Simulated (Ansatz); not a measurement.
Cost and result up the ladder for BMe3 (C₃H₉B) (13 atoms). The state is a singlet with charge 0. Geometry: PBE0-D4/def2-SVP.

```csv
atom,x (Å),y (Å),z (Å)
B1,0.000,-0.009,0.008
C2,1.566,0.136,0.085
C3,-0.648,-1.012,-1.017
C4,-0.917,0.865,0.943
H5,1.945,0.455,-0.904
H6,2.028,-0.853,0.255
H7,1.945,0.837,0.843
H8,-1.304,-0.448,-1.705
H9,-1.328,-1.703,-0.487
H10,0.057,-1.604,-1.618
H11,-2.000,0.699,0.840
H12,-0.709,1.935,0.759
H13,-0.635,0.703,1.999
```

Ansatz on 2 threads of Arm Neoverse V2 on a shared host. Times are rough, and most runs start from the orbitals of an earlier one. ωB97M-V/def2-TZVP serves as the yardstick here, not as an exact answer. Differences are given only for rows in sets of like size (and for xTB, whose basis is part of the method), since another set adds its own error. Binding counts from free atoms at the same level (B doublet, C triplet, H doublet; other spins of the atoms weren't run), without zero-point energy or a counterpoise term.

Correlated methods freeze 4 core orbitals.

Correlated methods converge slowly with the basis.

```csv
level,functions,binding energy per atom (eV),difference from ωB97M-V/def2-TZVP (eV)
r2SCAN-D4/def2-TZVP,178,4.02,0.01
PBE0-D4/def2-SVP,101,4.07,–
PBE0-D4/def2-TZVP,178,4.03,0.01
PBE-D4/def2-TZVP (with forces),178,4.06,0.04
CCSD(T)/def2-TZVP,178,3.88,-0.14
revPBE-D4/def2-TZVP,178,3.99,-0.03
B97M-V/def2-TZVP,178,4.02,0.01
HF/STO-3G,29,4.01,–
ωB97M-V/def2-TZVP,178,4.02,0.00
PBE-D4/def2-SVP,101,4.09,–
```

Question: Estimate how long each takes.

Answer: HF/STO-3G 0.1 s; PBE-D4/def2-SVP 1.1 s; PBE0-D4/def2-SVP 1.2 s; revPBE-D4/def2-TZVP 1.9 s; PBE0-D4/def2-TZVP 2.3 s; PBE-D4/def2-TZVP (with forces) 2.4 s; r2SCAN-D4/def2-TZVP 3.6 s; ωB97M-V/def2-TZVP 8 s; B97M-V/def2-TZVP 9 s; CCSD(T)/def2-TZVP 39 s. On shared hardware such times vary by a factor of up to 3.
